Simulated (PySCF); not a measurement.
Magnetic susceptibility: SMILES [SiH3][C@H]1[SiH2]O[SiH2][SiH2]1, CH10OSi4

Cartesian coordinates in Å; atom numbers follow the order of the lines, from 1:
```xyz
16

Si    2.078    0.311    0.738
C     0.283    0.845    0.412
Si   -0.112    0.888   -1.460
O    -0.927   -0.497   -1.732
Si   -1.643   -1.498   -0.638
Si   -1.002   -0.324    1.244
H     3.006    1.231    0.070
H     2.357    0.348    2.179
H     2.312   -1.050    0.248
H     0.180    1.854    0.818
H    -1.013    1.991   -1.800
H     1.045    0.812   -2.344
H    -3.055   -1.509   -1.029
H    -1.054   -2.810   -0.922
H    -0.392   -1.079    2.350
H    -2.069    0.493    1.853
```

The calculation used GIAO HF/pcSseg-1 magnetisability, rotational g tensor and spin-rotation constants, non-relativistic, gas phase (PySCF 2.14.0). Geometry: GFN2-xTB.

Q: What are the magnetisability and the molar susceptibility?

A: Isotropic -1419 × 10⁻³⁰ J/T², or -85.5 × 10⁻⁶ cm³/mol; principal values -1508, -1429, -1321 × 10⁻³⁰ J/T², anisotropy 162 × 10⁻³⁰ J/T² (root of half the summed squared differences of the principal values). The susceptibility is in cgs units.

Q: Split it along the inertial axes a, b, c into diamagnetic and paramagnetic parts about the centre of mass, with the quadrupole moment.

A: 
```csv
axis,χ (10⁻⁶ cm³/mol),diamagnetic (10⁻⁶ cm³/mol),paramagnetic (10⁻⁶ cm³/mol),summed x² of all electrons (Å²),quadrupole Θ (D Å)
a,-84.9,-732.7,647.8,213.6,-0.92
b,-86.4,-1130.9,1044.5,119.7,+0.27
c,-85.1,-1414.1,1329.0,53.0,+0.65
```
Anisotropies 2χaa − χbb − χcc = +1.8 and 2χbb − χaa − χcc = -2.8 × 10⁻⁶ cm³/mol. Θ is traceless in Buckingham's convention.

Q: And the rotational g tensor?

A: 
| axis | rotational constant (GHz) | g | nuclear part | electronic part |
| --- | --- | --- | --- | --- |
| a | 2.0885 | -0.0421 | 0.5935 | -0.6356 |
| b | 1.2264 | -0.0243 | 0.5775 | -0.6018 |
| c | 0.9398 | -0.0192 | 0.5675 | -0.5867 |

Asymmetric top; isotopes 12C, 1H, 16O, 28Si; no vibrational averaging.
